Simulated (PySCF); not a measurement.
Species: `C[C@@H]1C=C1[SiH2]Cl`. The columns A, B, C and D hold Mulliken, IAO, Hirshfeld and ESP-fitted charges (e) of one PBE0/pcSseg-1 density (PySCF), in a shuffled order. Coordinates in Å (GFN2-xTB); the density's dipole moment is (-0.59, -1.51, -0.70) D.

| atom | x | y | z | A | B | C | D |
| --- | --- | --- | --- | --- | --- | --- | --- |
| C1 | -1.661 | 0.827 | 0.054 | -0.202 | -0.434 | -0.128 | -0.380 |
| C2 | -0.942 | -0.080 | -0.918 | -0.214 | -0.101 | -0.039 | +0.156 |
| C3 | -0.538 | -1.458 | -0.531 | -0.059 | -0.130 | -0.032 | -0.272 |
| C4 | 0.450 | -0.601 | -0.592 | -0.321 | -0.318 | -0.115 | -0.115 |
| Si5 | 2.227 | -0.116 | -0.387 | +0.739 | +0.820 | +0.355 | +0.330 |
| Cl6 | 2.280 | 1.555 | 0.749 | -0.317 | -0.313 | -0.119 | -0.179 |
| H7 | -2.740 | 0.716 | -0.044 | +0.115 | +0.141 | +0.039 | +0.098 |
| H8 | -1.378 | 0.586 | 1.077 | +0.103 | +0.141 | +0.035 | +0.122 |
| H9 | -1.406 | 1.868 | -0.136 | +0.119 | +0.145 | +0.039 | +0.098 |
| H10 | -1.184 | 0.119 | -1.960 | +0.118 | +0.120 | +0.029 | +0.021 |
| H11 | -0.882 | -2.444 | -0.336 | +0.079 | +0.173 | +0.076 | +0.208 |
| H12 | 2.962 | -1.172 | 0.304 | -0.083 | -0.123 | -0.071 | -0.041 |
| H13 | 2.808 | 0.201 | -1.689 | -0.077 | -0.122 | -0.070 | -0.046 |

Task: Which column most likely holds the ESP-fitted charges?

Result: D. Σ q r misses the density's dipole by 0.03 D (D), 0.94 D (C), 1.05 D (B), 1.06 D (A). Charges fitted to the outside potential are the only set here that is tied to the molecule's multipoles.

Task: And the Hirshfeld charges?

Result: C. The mean sizes are 0.088 e (C), 0.159 e (D), 0.196 e (A), 0.237 e (B), and Hirshfeld charges are commonly the smallest of these schemes.

As computed, A = Mulliken, B = IAO, C = Hirshfeld, D = ESP-fitted. Hydrogens on carbon: Mulliken +0.08 to +0.12, IAO +0.12 to +0.17, Hirshfeld +0.03 to +0.08, ESP-fitted +0.02 to +0.21 e.

The IAO scheme counts the electrons in orthogonalised intrinsic atomic orbitals, a minimal basis polarised so that it spans the occupied orbitals exactly. The Mulliken scheme gives each basis function's population to the atom it is centred on and halves the overlap population of two atoms between them.

One conformer (not necessarily the lowest) at the GFN2-xTB geometry, without solvent, vibrations or thermal averaging.

Conformer computed: `[CH3:1][C@@H:2]1[CH:3]=[C:4]1[SiH2:5][Cl:6]`: C3–C4–Si5–Cl6 -127°.
